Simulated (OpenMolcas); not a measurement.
# V3+: moving the ligands

V3+ with 4 ligands (oxide) in tetrahedral coordination (Td) at 1.89 Å. A charge of +1.25 e stands 3.2 Å behind each ligand. Ligand basis ANO-RCC-VDZP.
```
V     0.0000    0.0000    0.0000
O     1.0912    1.0912    1.0912
O     1.0912   -1.0912   -1.0912
O    -1.0912    1.0912   -1.0912
O    -1.0912   -1.0912    1.0912
```

```
Program             : OpenMolcas
Method              : CASSCF
Basis               : ANO-RCC-VDZP [5s4p2d1f]
Scalar Hamiltonian  : DKH2, point nucleus
Active space        : 2 electrons in 5 orbitals (3d)
State averaging     : 2S+1 = 3 even, 10 roots; 2S+1 = 1 even, 15 roots
Spin-orbit coupling : state interaction with AMFI integrals over the reference wave functions
```

Runs around this geometry, states (labels of Td). Energies in cm-1 above the lowest state or level, χT in cm3 K/mol; 10Dq and B are least-squares fits to the states below 45000 cm-1, weighted by degeneracy, with a free offset, and given where the rms deviation is under 5 % of |10Dq| (or 100 cm-1) and under 700 cm-1; 10Dq is negative for this site.

```tsv
R (Å)	Ground state	First state of that spin	10Dq	B (rms of fit)	First gap with spin-orbit (degeneracies)	χT at 300 K	First state of another spin
1.78	3A2	3T2 7658			7601 (3, 1)	0.979	1E 13980
1.89	3A2	3T2 6498			6435 (3, 1)	0.974	1E 14056
1.93	3A2	3T2 6055	-5759	922 (222)	5990 (3, 1)	0.972	1E 14077
```

Taking the first state of the same spin as R^-n, n = -ln(6055 / 7658) / ln(1.93 / 1.78) = 2.9 between the shortest and longest distance.

Without dynamic correlation the repulsion within the d shell is too large (B by tens of per cent), so at a given field states of lower spin stand too high. The oxide ions are held by bare point charges, a crude embedding. Ligand-to-metal charge-transfer states are missing. With no ligand orbital active B as a rule stays too high, so bands that hang on it stand too high and its fall with covalency is understated. With metal d orbitals alone and no dynamic correlation the field as a rule comes out too small, by tens of per cent, by up to half for chloride and softer ligands. The least metal-like active orbital is 84 % on the metal (Löwdin) and no ligand orbital is active, so the numbers are rough (holds for R = 1.78). No measured value stands beside these numbers; the geometry is a model, was not optimised and need not be the one that this ion takes.
